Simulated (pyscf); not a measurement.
**HO–W(SH)(Cl)(Cl)(Cl)–Cl, singlet**

Gas-phase minimum from PySCF at ωB97X-D3(BJ)/def2-SVP, one conformer. 

```
W
O 1 1.8316
H 2 0.9669 1 143.98
Cl 1 2.2886 2 162.75 3 -0.94
Cl 1 2.3066 2 92.59 3 -96.05
Cl 1 2.3067 2 92.46 3 93.43
Cl 1 2.3168 2 99.52 3 178.69
S 1 2.3651 2 78.47 3 -1.37
H 8 1.3442 1 102.97 2 179.87
```

Properties at ωB97X-D3(BJ)/def2-SVP:

* **Harmonic wavenumbers, unscaled**: 48, 73, 119, 124, 158, 197, 208, 216, 276, 334, 338, 364, 382, 388, 416, 448, 579, 761, 789, 2789, 3881 cm⁻¹
* **Zero-point energy**: 18.4 kcal/mol
* **Rotational symmetry number**: 1
* **Entropy of this conformer at 298 K and 1 atm, rigid rotor and harmonic oscillator, modes under 100 cm⁻¹ raised to 100**: 444.7 J/(mol K)
* **Dipole moment**: 3.40 D

Single-point totals, which compare only within one level:

```json
[
 {"level": "ωB97X-D3(BJ)/def2-TZVP", "total energy (hartree)": "-2382.93229"},
 {"level": "PBE/def2-TZVP", "total energy (hartree)": "-2381.90995"},
 {"level": "r²SCAN/def2-TZVP", "total energy (hartree)": "-2382.72199"},
 {"level": "B3LYP-D3(BJ)/def2-TZVP", "total energy (hartree)": "-2382.96927"},
 {"level": "PBE0-D3(BJ)/def2-TZVP", "total energy (hartree)": "-2382.02499"},
 {"level": "M06-2X/def2-TZVP", "total energy (hartree)": "-2382.59265"},
 {"level": "ωB97M-D3(BJ)/def2-TZVP", "total energy (hartree)": "-2383.04460"}
]
```

The lowest mode is so soft that the shape along it may change with the basis. Soft torsions are taken as harmonic, which can shift the entropy by several J/(mol K). Elements past Kr carry the def2 core potentials, without spin-orbit coupling.
